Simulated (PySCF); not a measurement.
# Telling isomers of C6H9ClO apart by NMR

Computed data (PySCF 2.14.0 with density-fitted response routines): structure optimised with GFN2-xTB, σ from GIAO-PBE0/pcSseg-1. A single conformation, fast rotation and ring inversion assumed for equivalent nuclei, no solvent, non-relativistic Hamiltonian.

References, each an isolated molecule treated in the same way: ¹H and ¹³C vs TMS. Where no couplings were computed, multiplicities follow the n + 1 count of equivalent neighbours, and m marks all less simple cases (inequivalent or close neighbours, rings, F or P nearby). Shifts are as computed. Against solution values, carbons near 30 ppm lie about +3 ppm off and those near 130 ppm about +5 ppm; carbons on Cl a further +6 ppm. Of 1211 compounds with measured shifts, 218 miss one by over three times the rms of a fit or turn the order of signals round; such compounds aren't used in these exercises. Carbons bonded to Cl come out too deshielded.

(1) Tabulate the signals of `CC/C=C(\C)C(=O)Cl`, `C[C@@H]1C[C@]1(C)C(=O)Cl`, `C=C1C[C@@H](Cl)[C@H]1OC` and their relative energies.

(2) What is the quickest way to tell C[C@@H]1C[C@]1(C)C(=O)Cl from C=C1C[C@@H](Cl)[C@H]1OC?

(3) What is the quickest way to tell CC/C=C(\C)C(=O)Cl from C[C@@H]1C[C@]1(C)C(=O)Cl?

(4) What is the quickest way to tell CC/C=C(\C)C(=O)Cl from C=C1C[C@@H](Cl)[C@H]1OC?

Answers

(1) 
| SMILES | carbon types | δC | δH | E rel. (kcal/mol) |
| --- | --- | --- | --- | --- |
| CC/C=C(\C)C(=O)Cl | 2×C 1×CH 1×CH2 2×CH3 | 176.4, 168.3, 135.6, 28.8, 14.9, 13.7 | 7.74 (t, 1H), 2.40 (m, 2H), 2.00 (s, 3H), 1.19 (t, 3H) | 0.0 |
| C[C@@H]1C[C@]1(C)C(=O)Cl | 2×C 1×CH 1×CH2 2×CH3 | 186.5, 35.1, 33.8, 30.8, 26.0, 13.3 | 1.55 (s, 3H), 1.44 (m, 1H), 1.31 (m, 3H), 1.24 (m, 1H), 1.01 (m, 1H) | 2.8 |
| C=C1C[C@@H](Cl)[C@H]1OC | 1×C 2×CH 2×CH2 1×CH3 | 155.3, 120.3, 82.3, 60.3, 59.2, 40.8 | 5.76 (br s, 1H), 5.54 (br s, 1H), 4.33 (m, 1H), 4.18 (m, 1H), 3.54 (s, 3H), 3.17 (m, 1H), 2.79 (m, 1H) | 40.5 |

Energies are electronic energies at PBE0/pcSseg-1 on these geometries, without zero-point or thermal terms, each for the one conformer computed, which needn't be the lowest.

(2) Both give the same number of carbon signals, but DEPT or the intensities differ. The first has a three-membered-ring carbon (C) at 33.8 ppm, the second a terminal =CH2 carbon at 120.3 ppm. Their most deshielded carbons lie at 186.5 and 155.3 ppm. In the proton spectra the most deshielded non-exchanging signals are 1.55 (s, 3H) and 5.76 (br s, 1H).

(3) Both give the same number of carbon signals, with the same numbers of each carbon type, so the positions decide. The first has a β carbon of a C=C–C=O unit (CH) at 168.3 ppm, the second a three-membered-ring carbon (CH) at 35.1 ppm. Their most deshielded carbons lie at 176.4 and 186.5 ppm. In the proton spectra the most deshielded non-exchanging signals are 7.74 (t, 1H) and 1.55 (s, 3H).

(4) Both give the same number of carbon signals, but DEPT or the intensities differ. The first has a β carbon of a C=C–C=O unit (CH) at 168.3 ppm, the second a terminal =CH2 carbon at 120.3 ppm. Their most deshielded carbons lie at 176.4 and 155.3 ppm. In the proton spectra the most deshielded non-exchanging signals are 7.74 (t, 1H) and 5.76 (br s, 1H).
